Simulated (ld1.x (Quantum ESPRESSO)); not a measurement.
## Configuration tests for Al (Z = 13) (TM)

Al (Z = 13), norm-conserving Troullier–Martins (Kleinman–Bylander form), made with ld1.x (Quantum ESPRESSO) 7.5 (PBEsol, scalar-relativistic). Core [Ne], reference 3s2 3p1. Waves: 3s (bound): rc 2.30 bohr; 3d channel at 0.35 Ry: rc 2.08 bohr; 3p (bound): rc 1.70 bohr. Local part: the p channel. Core correction: Bessel-smoothed model core, default radius (core density twice the valence density).

Energies are relative to the spin-unpolarised reference configuration 3s2 3p1; without spin polarisation the order of configurations can differ from experiment.

```csv
valence configuration,charge,ΔE all-electron (eV),error AE − PS (meV)
3s2 3p0,+1,5.736,+1.1
3s1 3p0,+2,24.906,-1.0
3s2 3p0.5,+0.5,2.074,+0.2
3s1 3p2,0,5.119,-3.4
3s1 3p1,+1,11.527,-0.5
3s2 3p1.3,-0.3,-0.568,+0.1
```

**Question.** What are ΔE and the potential's error for 3s0 3p3?

**Answer.** ΔE = 10.405 eV all-electron; the error (AE − PS) is -14 meV.
